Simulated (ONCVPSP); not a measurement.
# Mg: excitation energies, all-electron against ONCV

- Element: Mg
- Generator: ONCVPSP 4.0.1
- Type: optimised norm-conserving Vanderbilt (ONCV)
- Functional: PBE
- Relativity: scalar-relativistic
- Frozen core: [He]
- Valence charge: 10
- Reference configuration: 2s2 2p6 3s1 (charge +1)
- Partial waves: 2s+3s: rc 1.15 bohr, ncon 4, nbas 7, qcut 8.4 1/bohr, 2 projectors; 2p: rc 0.90 bohr, ncon 3, nbas 6, qcut 16.1 1/bohr, 2 projectors, debl 1.8 Ha; d scattering state at 0.11 Ha: rc 0.95 bohr, ncon 5, nbas 8, qcut 10 1/bohr, 1 projector
- Local potential: polynomial inside 0.65 bohr (lpopt 1, dvloc0 6 Ha)
- Core correction: none

In the p channel the program set the typed energies aside and used -2.046, 0.250 Ha.

Energies are relative to the spin-unpolarised reference configuration 2s2 2p6 3s1; without spin polarisation the order of configurations can differ from experiment.

```tsv
valence configuration	charge	ΔE all-electron (eV)	error AE − PS (meV)
2s2 2p6 3s2	0	-7.960	0.0
2s2 2p6 3s0	+2	15.025	-0.4
2s2 2p6 3s1.5	+0.5	-4.816	0.0
```

Task: What are ΔE and the potential's error for 2s2 2p6 3s0 3p1?

Result: ΔE = 4.368 eV all-electron; the error (AE − PS) is +0.2 meV.
